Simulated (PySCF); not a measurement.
**Worked example: chemical shift, span and skew from a shielding tensor**

CH6ClNOSi2, SMILES O[Si@@]1(Cl)CN[SiH2]1. Atoms are numbered in the order given.

```xyz
12

O      1.3086     0.7856     1.5507
Si     0.4392     0.0993     0.3187
Cl     1.7601    -0.8549    -0.9751
C     -0.9560    -1.0210     0.9571
N     -2.0192    -0.3609     0.1980
Si    -1.4490     1.0429    -0.6714
H      2.0862     1.3009     1.3150
H     -0.8203    -2.0864     0.6955
H     -1.0750    -0.9508     2.0551
H     -2.9594    -0.7327     0.2739
H     -1.9687     2.3702    -0.2016
H     -1.6444     1.0089    -2.1569
```
Charge 0, spin multiplicity 1.

The structure is a stationary point at PBE0-D3(BJ)/def2-SVP. The structure was generated by enumeration; whether it is a known compound was not checked. One conformer was computed; it need not be the lowest.

GIAO shieldings from PBE/pcSseg-1 (PySCF), non-relativistic, no solvent. The symmetric part of the tensor of Si2 has the principal values 267.0, 300.6, 326.7 ppm. The same nucleus in TMS has σ = 335.4 ppm at this level (PySCF, at its B3LYP-D3(BJ)/def2-TZVP geometry). Without spin–orbit terms, shifts of atoms bonded to Cl or Br come out too high.

Question: Work out the isotropic shielding, the ²⁹Si shift against TMS, the span and the skew.

Answer: 
σ(iso) = (σ11 + σ22 + σ33)/3 = 298.1 ppm. δ = σ(ref) − σ(iso) = 335.4 − (298.1) = 37.3 ppm.
Span Ω = σ33 − σ11 = 59.7 ppm. Skew κ = 3(σ(iso) − σ22)/Ω = -0.13. Tumbling in solution averages the tensor to δ; in a static solid the shielding alone would spread this spin-1/2 line over Ω.
